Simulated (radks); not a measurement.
Problem. All-electron atom: Sn IV in [Kr] 4d10 5s1 (the NIST ground configuration). All-electron calculation, Dirac Kohn-Sham, OLYP, spin-unpolarised, spherical densities, finite nucleus; Fermi nuclear charge, rms radius 4.6519 fm. Program: a radial shooting solver on a logarithmic mesh with Libxc functionals.

Spin-orbit splittings of the eigenvalues, e(l+1/2) - e(l-1/2), with zeta = 2 splitting/(2l+1) and mean radii in bohr:

| shell | occ. | splitting (eV) | zeta (eV) | <r> j=l-1/2 | <r> j=l+1/2 |
|---|---|---|---|---|---|
| 2p | 6 | 230.6 | 153.7 | 0.1058 | 0.1112 |
| 3p | 6 | 42.18 | 28.12 | 0.3297 | 0.3408 |
| 3d | 10 | 8.725 | 3.490 | 0.3121 | 0.3156 |
| 4p | 6 | ? | ? | 0.8640 | 0.8932 |
| 4d | 10 | 1.072 | 0.4287 | 1.068 | 1.080 |

Estimate the 4p splitting.

Solution. 7.586 eV (zeta = 5.057 eV).
